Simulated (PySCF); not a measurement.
Dipole moment (D) of eight silicon and germanium compounds: PBE beside HF, computed with PySCF for isolated molecules in the bases named; differences from unrounded values. The eight are the first of their class met in an unordered collection, after screening for sound electronic states; none was chosen by its value, except that the dipole had to exceed 0.05 D. Each molecule has one DFT geometry for both levels.

| molecule | basis | HF | PBE | difference |
|---|---|---|---|---|
| CH₆BClO₂Si, SMILES OB(O)C[SiH2]Cl | def2-TZVP | 1.48 | 1.31 | -0.17 |
| C2H6BNO2Si, SMILES N[SiH2]C#CB(O)O | def2-TZVP | 3.90 | 3.31 | -0.59 |
| FH8NSi3, SMILES N[SiH2][SiH2][SiH2]F | def2-TZVP | 3.19 | 2.91 | -0.28 |
| C2H6FNSi, SMILES CN(C)[Si]F (connectivity only; charge and spin as stated), neutral, multiplicity 1 | def2-TZVP | 2.38 | 2.52 | 0.14 |
| CH7ClO2Si2, SMILES [Si@@H](O)(Cl)[Si@H](O)C | def2-TZVP | 4.25 | 3.84 | -0.42 |
| Ge(F)(Br)2(NH2) (Br2FGeH2N), SMILES [NH2][Ge]([F])([Br])[Br] | def2-TZVP | 3.01 | 2.78 | -0.24 |
| C3H9NOSi, SMILES [SiH]1(CN(C)C1)O | def2-TZVP | 1.37 | 1.38 | 0.01 |
| C2H8F2Si2, SMILES C([SiH2]F)(C)[SiH2]F | def2-TZVP | 3.07 | 2.74 | -0.33 |

PBE lies below HF in 6 and above it in 2 of the eight; the mean signed difference is -0.23 and the largest -0.59 D.
